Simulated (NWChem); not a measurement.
Species: C2H6ClFSi; SMILES C[Si@H](Cl)CF

```xyz
11

C     -1.9120     1.1495    -0.2082
Si    -0.4270     0.1718     0.3991
Cl     1.3255     1.1926    -0.1036
C     -0.3779    -1.5453    -0.4266
F      0.6531    -2.3180     0.0981
H     -1.8898     1.2590    -1.3112
H     -2.8581     0.6442     0.0769
H     -1.9156     2.1646     0.2364
H     -0.4354    -0.0008     1.8893
H     -0.2445    -1.4442    -1.5290
H     -1.3517    -2.0668    -0.2624
```
Atoms are numbered in this order, from 1.

Results from NWChem. Medium grid unless said otherwise, to which SCAN and Minnesota functionals are sensitive. The geometry was optimised at PBE-D3(BJ)/def2-SVP. Total energies of different functionals are on different scales.

```tsv
level	energy (Ha)	highest occupied level (eV)	orbital gap (eV)	dipole (D)
B3LYP/def2-SVP	-929.0696	(withheld)	(withheld)	3.07
PBE/def2-SVP	-928.4844	-6.74	6.57	2.95
BLYP/def2-SVP	-928.9566	-6.59	6.62	2.85
BHandHLYP/def2-SVP	-928.9452	-9.64	11.39	3.29
N12/def2-SVP	-928.9305	-6.72	6.70	3.07
MN15/def2-SVP	-928.5659	-8.99	10.26	3.20
M06-L/def2-SVP	-929.0151	-7.21	7.43	3.21
M06-2X/def2-SVP	-928.9257	-9.62	11.20	3.26
B97-D/def2-SVP	-928.9510	-6.81	6.77	3.02
M05-2X/def2-SVP	-928.9929	-9.66	11.41	3.33
```

Problem. What belongs in the gaps?

Solution. 
- B3LYP/def2-SVP, highest occupied level (eV): -7.99
- B3LYP/def2-SVP, orbital gap (eV): 8.58
